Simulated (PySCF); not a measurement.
C8H8N (doublet state).
Structure used (GFN2-xTB), in Å, numbered top down from 1:
```xyz
17
C8H8N angstrom
C      2.9495    0.0898    0.2774
C      1.5902    0.2254    0.1738
C      0.6754   -0.6904   -0.3412
C     -0.7052   -0.1362   -0.2642
C     -1.6518   -1.0282    0.5739
C     -2.9709   -0.4582    0.6346
N     -4.0142    0.0081    0.6658
C     -0.4753    1.2119    0.3612
C      0.8208    1.4004    0.5998
H      3.5564    0.8741    0.6910
H      3.4463   -0.8034   -0.0558
H      0.9049   -1.6631   -0.7338
H     -1.1475   -0.0260   -1.2638
H     -1.7181   -2.0232    0.1255
H     -1.2585   -1.1246    1.5895
H     -1.2868    1.8861    0.5686
H      1.2779    2.2697    1.0371
```

The hyperfine couplings belong to this conformer and change with its torsions.

As a line formula: `C1[C@H](CC#N)[CH]C(=C)C=1` [radical].

The calculation used UKS B3LYP, pcH-1 on C H N, non-relativistic, mean-field spin-orbit, GIAO (PySCF). One conformer (not necessarily the lowest) at the GFN2-xTB geometry, without solvent, vibrations or thermal averaging. A GFN2-xTB geometry isn't a minimum of the functional, and hyperfine couplings can be far from their values at a DFT geometry. Stability of the SCF solution: not tested. ⟨S²⟩ is 0.784 where a pure state has 0.75.

Question: Give the principal g shifts and their parts.

Answer: 
| Δg (ppm) | 1 | 2 | 3 |
| --- | --- | --- | --- |
| relativistic mass correction | -141 | -141 | -141 |
| gauge correction | 4 | 35 | 30 |
| orbital Zeeman/spin–orbit | 5 | 529 | 619 |
| total | -132 | 423 | 508 |

So g = 2.00219, 2.00274, 2.00283 and g_iso = 2.00259; the tensor is close to axial: the two nearest values differ by 13 % of g3 − g1. Axes: g2 points within 13° of the C3–C4 bond and g3 points within 2° of the C1–H10 bond.

Question: At 34.026 GHz, how far is the centre of the isotropic spectrum from where a free electron (g = 2.002319) resonates?

Answer: B = hν/(g μB) with μB/h = 13.99624 MHz/mT gives 1214.13 mT for the free electron and 1213.97 mT at g_iso, 0.16 mT lower.

Question: What are the electron Larmor frequencies g μB B/h along the three axes at 350 mT?

Answer: 9.8081, 9.8108, 9.8112 GHz for g1, g2 and g3, a range of 3.1 MHz.

Question: What effective moment and Curie constant follow for a powder?

Answer: With the mean of g² = 4.0103 and S(S+1) = 0.75: μ_eff = √(⟨g²⟩S(S+1)) = 1.734 μB and χT = 0.12505·⟨g²⟩·S(S+1) = 0.376 cm³ K/mol (cgs; spin-Hamiltonian part alone).

Question: In a frozen sample, at which fields do the three g values resonate at 9.5, 34, 94 and 263 GHz (hyperfine left aside), and which band first spreads them over more than twice a line width of 0.5 mT?

Answer: 
```
band    GHz  B(g3) mT  B(g2) mT  B(g1) mT  spread mT
   X    9.5    338.90    338.91    339.01       0.11
   Q   34.0   1212.90   1212.95   1213.28       0.39
   W   94.0   3353.30   3353.44   3354.38       1.07
   J  263.0   9382.12   9382.51   9385.11       3.00
```

The spread grows in proportion to the frequency. W band is the first where it exceeds 1.0 mT.

The largest Mulliken spin populations are on C3 (+0.70), C1 (+0.66), C2 (-0.25) and C8 (-0.08). The angles at C3 add up to 360.0°, so it is planar; its axial dipolar tensor and the negative coupling of its proton fit spin in a p orbital normal to that plane.

The HOMO–LUMO gaps are 4.74 eV among the α and 4.24 eV among the β orbitals.
